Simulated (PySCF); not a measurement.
Compound: C₇H₅FO₂.
Cartesian coordinates in Å at the PBE0-D3(BJ)/def2-TZVP level; atoms count from 1:
```
atom  x, y, z in Å
O1     3.214    1.161    0.164
C2     2.566    0.243   -0.215
F3     3.174   -0.798   -0.827
C4     1.118    0.059   -0.115
C5     0.470   -1.075   -0.604
C6    -0.898   -1.203   -0.490
C7    -1.637   -0.191    0.118
O8    -2.970   -0.363    0.205
C9    -0.998    0.946    0.611
C10    0.370    1.066    0.493
H11    1.048   -1.859   -1.076
H12   -1.415   -2.077   -0.864
H13   -3.369    0.398    0.638
H14   -1.578    1.731    1.085
H15    0.883    1.942    0.869
```

All values: wB97X-D/pcSseg-2 (PySCF, non-relativistic), on one gas-phase PBE0-D3(BJ)/def2-TZVP geometry that isn't relaxed in the solvent. The solvent is an IEF-PCM continuum (van der Waals radii × 1.2). Specific hydrogen bonds and non-electrostatic terms are outside this model.

Gas phase at wB97X-D/pcSseg-2: HOMO -9.03 eV, LUMO 0.06 eV, dipole 4.40 D.

**Question.** What does the continuum do to the energy, the frontier levels and the dipole at wB97X-D/pcSseg-2 in chloroform?

**Answer.** 
```tsv
solvent	ε	E(solvent) − E(gas) (kcal/mol)	polarisation term (kcal/mol)	distortion of the solute (kcal/mol)	HOMO (eV)	LUMO (eV)	dipole (D)
chloroform	4.711	-6.39	-7.17	0.78	-8.86	0.11	5.34
```

The polarisation term is half the interaction of the solute with the surface charges that it induces; the rest is the cost of distorting the solute's density. The sum is the electrostatic part of solvation alone.

**Question.** Which radius a makes the point-dipole formula ΔE = −[(ε − 1)/(2ε + 1)]·μ²/a³ give the value in chloroform, with the gas-phase dipole?

**Answer.** μ = 1.729 au and |ΔE| = 0.01018 Eh give a = 2.49 Å; the farthest nucleus lies 3.45 Å from the centroid of the nuclei, so such a sphere wouldn't even hold the nuclei. The formula assumes a rigid point dipole at the centre of a sphere.

**Question.** Give the dipole vector in the frame of the coordinates (D, pointing from negative to positive charge), gas and chloroform.

**Answer.** Gas (-4.34, 0.20, 0.67), solvent (-5.27, 0.25, 0.82). Its length changes by +22 % and its direction by less than 1°.

On an Intel Xeon at 2.50 GHz with 2 threads, shared host with 64 logical CPUs at a one-minute load of 55, this took 4.0 min wall, 8.1 min CPU and 3.0 GiB of memory at its peak. This is the whole shielding run at wB97X-D/pcSseg-2 in chloroform, SCF included.

Note: wB97X-D ran without an empirical dispersion term, which enters the total energy and its gradient alone.
